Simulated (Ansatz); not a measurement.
Consider the atomization: `[SiH3][O][Mg][SH]` → 4 H• + Mg (atom) + O• + S• + Si•.

Program: Ansatz. Geometries: PBE0-D4/def2-TZVP. ΔE: electronic, gas phase. CCSD(T)/CBS is the MP2 limit (def2-TZVPP, def2-QZVPP) plus CCSD(T) − MP2 in def2-TZVPP, frozen cores. This one scheme is used for every species, atoms too. DFT in def2-TZVPP. B3LYP here is the variant with VWN-RPA as its local correlation; programs differ in this. No spin–orbit coupling; open shells (•) take unrestricted orbitals. Spin–orbit coupling would lower the free atoms: a little for O, S, Si. For Mg outer-core shells are correlated without core-valence functions, so the limit isn't a true one: a few kJ/mol of doubt a bond, and 10 to 20 or more in all where bonds break to atoms. Each species was taken in one conformer, which may not be the lowest.

`[SiH3][O][Mg][SH]`:

```xyz
8

Si   -1.231   -1.392   -0.072
O    -0.193   -0.160   -0.146
Mg    0.959    1.203   -0.223
S     2.419    2.948   -0.354
H    -0.537   -2.664    0.284
H    -2.286   -1.151    0.957
H    -1.917   -1.602   -1.380
H     2.785    2.818    0.934
```

| level | ΔE (kcal/mol) |
| --- | --- |
| r2SCAN-D4 | 595.3 |
| B3LYP-D4 | 586.7 |
| B2PLYP | 582.8 |
| revPBE | 565.5 |

Q: What does CCSD(T)/CBS give? (Estimate.)

A: Computed: +598.6 kcal/mol. The listed levels differ from it by -3.3, -11.9, -15.8, -33.1 kcal/mol.

Largest T1 diagnostic among the species: 0.012.

From BLYP to BHLYP (50 % exact exchange), in def2-TZVPP and without D4, ΔE moves by −6.4 kcal/mol: exact exchange takes away binding that semilocal exchange gives to molecules. At CCSD(T), def2-SVP lies −51.6 kcal/mol from the extrapolated value and def2-TZVPP −23.6 kcal/mol: correlation converges slowly with the basis, and small sets miss more of it in the bonded molecule than in its fragments. The D4 term adds +5.3 kcal/mol with B3LYP and +2.8 kcal/mol with PBE0; it sums over pairs of atoms, weighted by their polarisabilities, and B3LYP, whose exchange is more repulsive, gets the larger term.

For atomizations the MP2-based limit and the directly extrapolated one differ by several kJ/mol either way, and by 10 to 25 for some Ge, Se and Sn compounds, so smaller differences from it don't rank the levels.
